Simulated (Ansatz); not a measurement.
System: C6H12Si (charge 0, singlet). 
Coordinates optimised at B3LYP-D3(BJ)/def2-TZVP (Ansatz, an electronic-structure program):
```
C
H 1 1.0936
H 1 1.0942 2 107.40
C 1 1.4937 2 110.85 3 121.37
C 4 1.3286 1 125.63 2 15.74
H 5 1.0820 4 121.51 1 178.10
H 5 1.0844 6 116.91 4 -179.92
H 4 1.0869 5 118.65 6 0.35
Si 1 1.8886 2 108.20 3 -115.51
H 9 1.4839 1 109.50 2 -55.45
H 9 1.4850 10 108.48 1 119.46
C 9 1.8947 10 109.70 11 119.16
H 12 1.0936 9 108.18 10 63.51
H 12 1.0943 13 107.32 9 116.05
C 12 1.4935 13 110.89 14 121.16
C 15 1.3289 12 125.63 13 17.03
H 16 1.0820 15 121.52 12 177.92
H 16 1.0844 17 116.90 15 -179.65
H 15 1.0870 16 118.62 17 0.49
```
Charge 0, spin multiplicity 1.

Wanted: atomisation energy (electronic, to ground-state atoms); the coupled-cluster value holds the core correlation from cc-pwCVTZ, in kcal/mol. Valence correlation only, unless marked. UHF or UKS for open shells. Spin-orbit coupling is left out. Non-relativistic. Basis-set limits of correlation are two-point, X^-3; Hartree-Fock from the larger set. [CCSD(T)-MP2]/basis is that difference in the basis named.

Level to compare with: RI-MP2/CBS(aug-cc-pV(T+d)Z,aug-cc-pV(Q+d)Z)+[CCSD(T)-MP2]/aug-cc-pV(T+d)Z plus the core term (Ansatz), 1821.4 kcal/mol. It is a level with limits of its own, and the differences hold the functionals' basis error too.

Task: Rank these functionals by how close they come to RI-MP2/CBS(aug-cc-pV(T+d)Z,aug-cc-pV(Q+d)Z)+[CCSD(T)-MP2]/aug-cc-pV(T+d)Z, closest first: BLYP/def2-TZVPD (Ansatz); B3LYP/def2-TZVPD (Ansatz); BHLYP/def2-TZVPD (Ansatz).

Result: B3LYP/def2-TZVPD (global hybrid, 1800.4 kcal/mol, difference -21.0), BLYP/def2-TZVPD (GGA, 1785.5 kcal/mol, difference -35.9), BHLYP/def2-TZVPD (global hybrid, 1764.5 kcal/mol, difference -56.9)
